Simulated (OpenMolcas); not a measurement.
An atom or ion with 6 electrons was computed by SS-RASPT2, IPEA 0.25 Eh, imaginary shift 0.1 Eh with spin-orbit coupling (OpenMolcas, ANO-RCC-VQZP, DKH2). The lowest levels that the run gave, each within 12 % of the measured value where one is at hand:

```csv
J,Parity,E (cm⁻¹),g
0,even,0.0,
1,even,215,1.501
2,even,628,1.501
2,even,25741,1.000
0,even,54199,
2,odd,72897,2.002
1,odd,147787,0.499
2,odd,147787,1.167
3,odd,147793,1.334
0,odd,175691,
1,odd,175692,1.501
2,odd,175696,1.501
```

Task: Which ion is it, and what are the configurations and terms?

Result: F³⁺ (Z = 9, charge +3; active space 4 electrons in 9 orbitals (RAS2 2s 2p; RAS3 3d, at most 2 electrons)). J, parity and g give the terms where levels are pure, and mixed ones are named by the computed weights; the size of the splittings, set against known spectra of the 6-electron sequence, gives the charge. In order, with the measured energies in cm⁻¹ (Moore, Atomic Energy Levels, vol. I, NSRDS-NBS 35 (1971 reprint of NBS Circular 467, 1949)): 2s² 2p² ³P₀, 2s² 2p² ³P₁ (225), 2s² 2p² ³P₂ (613), 2s² 2p² ¹D₂ (25241), 2s² 2p² ¹S₀ (53544), 2s 2p³ ⁵S°₂, 2s 2p³ ³D°₁ (147902), 2s 2p³ ³D°₂ (147889), 2s 2p³ ³D°₃ (147842), 2s 2p³ ³P°₀, 2s 2p³ ³P°₁ (175242), 2s 2p³ ³P°₂ (175237).

Active for correlation alone: 3d; no level in the range computed is led by a configuration that fills it, so any true level of that kind is missing. Measured partners are found by configuration, term and J. A level has none where our copy of the source lacks it or the pairing is in doubt (some pairs that miss far off the trend of their configuration count as doubtful), and it then counts in no deviation. Only configurations of the active space appear.

° marks odd parity.
